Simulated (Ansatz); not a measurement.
Cd₃Te₄, relaxed as a singlet with RKS PBE-D4/def2-SVP in Ansatz, starting from the GFN1-xTB geometry. Force threshold 0.03 eV/Å.

In the def2 sets Cd, Te take a core potential; there is no spin–orbit coupling. The structure comes from a short search, and lower isomers may exist.

Start:

```
atom   x (Å)   y (Å)   z (Å)
 Cd1  -2.923   0.170   0.527
 Cd2  -0.696  -0.622   2.103
 Cd3   1.689  -0.930  -0.593
 Te4   1.210   0.624  -2.829
 Te5  -0.475   1.967  -1.177
 Te6   0.858   1.626   1.135
 Te7   0.337  -2.835   0.835
```

(1) Estimate the energy that the relaxation releases and the steps that it takes.

(2) Does the start keep its bonding?

(3) Predict the relaxed structure.

Results:

(1) 15.2 kcal/mol, in 13 steps; 40 s on 4 threads of AMD EPYC 7B13 on a shared host. No frequencies were taken in this run, so the end may be a saddle point.

(2) Bonds lost: Cd3–Te6 (atoms count from 1). The end is the same structure that another start reached, the lowest one found.

(3) 
```xyz
7

Cd   -3.023   -0.068    0.768
Cd   -0.085   -0.369    1.734
Cd    1.081   -1.480   -1.157
Te    1.694    0.706   -2.605
Te   -0.371    1.861   -1.131
Te    0.482    2.285    1.473
Te    0.222   -2.935    0.918
```
Bond lengths (bridged metal pairs left out): 4 × Cd–Te 2.68 to 2.73 Å; 2 × Te–Te 2.77 to 2.79 Å; 1 × Cd–Cd 3.11 Å.
